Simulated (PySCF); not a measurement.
PySCF input (BP86/def2-SVP):

```python
from pyscf import gto, dft

mol = gto.M(
    atom='''
    Hg    0.00000000    0.00000000    0.00000000
    I    -0.00000000   -0.00000000   -2.61159500
    I     0.00000000    0.00000000    2.61159500
    ''',
    basis='def2-svp',
    ecp='def2-svp',
    charge=0,
    spin=0,
    verbose=4,
)

mf = dft.RKS(mol, xc='bp86')
mf.grids.level = 3
mf.conv_tol = 1e-9
mf.max_cycle = 100
mf.max_memory = 1500
mf.kernel()
if not mf.converged:
    mf = mf.newton()
    mf.kernel(mf.make_rdm1())
mf.dip_moment()
```

Output:

```
PySCF version 2.14.0

[INPUT] verbose = 4
[INPUT] num. atoms = 3
[INPUT] num. electrons = 70
[INPUT] charge = 0
[INPUT] spin (= nelec alpha-beta = 2S) = 0
[INPUT] symmetry False subgroup None
[INPUT] Mole.unit = angstrom
[INPUT] Symbol           X                Y                Z      unit          X                Y                Z       unit  Magmom
[INPUT]  1 Hg     0.000000000000   0.000000000000   0.000000000000 AA    0.000000000000   0.000000000000   0.000000000000 Bohr   0.0
[INPUT]  2 I      0.000000000000   0.000000000000  -2.611595000000 AA    0.000000000000   0.000000000000  -4.935199298283 Bohr   0.0
[INPUT]  3 I      0.000000000000   0.000000000000   2.611595000000 AA    0.000000000000   0.000000000000   4.935199298283 Bohr   0.0

nuclear repulsion = 265.946706641918
number of shells = 32
number of NR pGTOs = 179
number of NR cGTOs = 84
basis = def2-svp
ecp = def2-svp

******** <class 'pyscf.dft.rks.RKS'> ********
method = RKS
initial guess = minao
damping factor = 0
level_shift factor = 0
DIIS = <class 'pyscf.scf.diis.CDIIS'>
diis_start_cycle = 1
diis_space = 8
diis_damp = 0
SCF conv_tol = 1e-09
SCF conv_tol_grad = None
SCF max_cycles = 100
direct_scf = True
direct_scf_tol = 1e-13
XC library pyscf.dft.libxc version 7.1.2
    S. Lehtola, C. Steigemann, M. J. T. Oliveira, and M. A. L. Marques,  SoftwareX 7, 1–5 (2018)
XC functionals = bp86
    A. D. Becke,  Phys. Rev. A 38, 3098 (1988)
    J. P. Perdew,  Phys. Rev. B 33, 8822 (1986)
    J. P. Perdew,  Phys. Rev. B 34, 7406–7406 (1986)
radial grids:
    Treutler-Ahlrichs [JCP 102, 346 (1995); DOI:10.1063/1.469408] (M4) radial grids

becke partition: Becke, JCP 88, 2547 (1988); DOI:10.1063/1.454033
pruning grids: <function nwchem_prune>
grids dens level: 3
symmetrized grids: False
atomic radii adjust function: <function treutler_atomic_radii_adjust>
small_rho_cutoff = 0
Set gradient conv threshold to 3.16228e-05
Initial guess from minao.
tot grids = 67664
init E= -674.828305546376
  HOMO = -1.67605650403993  LUMO = -1.54389863769096  gap/eV = 3.59620
cycle= 1 E= -746.031949081427  delta_E= -71.2  |g|= 4.56  |ddm|= 20.8
  HOMO = 0.0533854450594527  LUMO = 0.099534815389938  gap/eV = 1.25579
cycle= 2 E= -746.252884968028  delta_E= -0.221  |g|= 3.99  |ddm|= 12.3
  HOMO = -0.302375295986001  LUMO = -0.16696255352907  gap/eV = 3.68477
cycle= 3 E= -749.270127392583  delta_E= -3.02  |g|= 0.522  |ddm|= 5.76
  HOMO = -0.228989199684783  LUMO = -0.135232215633538  gap/eV = 2.55126
cycle= 4 E= -749.299932271629  delta_E= -0.0298  |g|= 0.436  |ddm|= 1.88
  HOMO = -0.239628248517358  LUMO = -0.128828031503081  gap/eV = 3.01503
cycle= 5 E= -749.373913966332  delta_E= -0.074  |g|= 0.134  |ddm|=    1
  HOMO = -0.242647122452872  LUMO = -0.13709148475741  gap/eV = 2.87232
cycle= 6 E= -749.377800281077  delta_E= -0.00389  |g|= 0.023  |ddm|= 0.185
  HOMO = -0.24537301175732  LUMO = -0.139236651940148  gap/eV = 2.88812
cycle= 7 E= -749.377946042674  delta_E= -0.000146  |g|= 0.0035  |ddm|= 0.0445
  HOMO = -0.245031377511572  LUMO = -0.139014890763296  gap/eV = 2.88486
cycle= 8 E= -749.377950152787  delta_E= -4.11e-06  |g|= 0.000229  |ddm|= 0.00587
  HOMO = -0.245045477596761  LUMO = -0.139005787879785  gap/eV = 2.88549
cycle= 9 E= -749.377950178559  delta_E= -2.58e-08  |g|= 2.09e-05  |ddm|= 0.000714
  HOMO = -0.245048139307037  LUMO = -0.13900984005938  gap/eV = 2.88545
cycle= 10 E= -749.377950178707  delta_E= -1.48e-10  |g|= 1.41e-06  |ddm|= 5.06e-05
  HOMO = -0.245048173245843  LUMO = -0.139009773715411  gap/eV = 2.88545
Extra cycle  E= -749.377950178706  delta_E= 1.14e-12  |g|= 2.76e-06  |ddm|= 8.19e-06
converged SCF energy = -749.377950178706
Dipole moment(X, Y, Z, Debye): -0.00000, -0.00000, -0.00000
```

The geometry given is a B3LYP-D3(BJ)/def2-TZVP minimum.
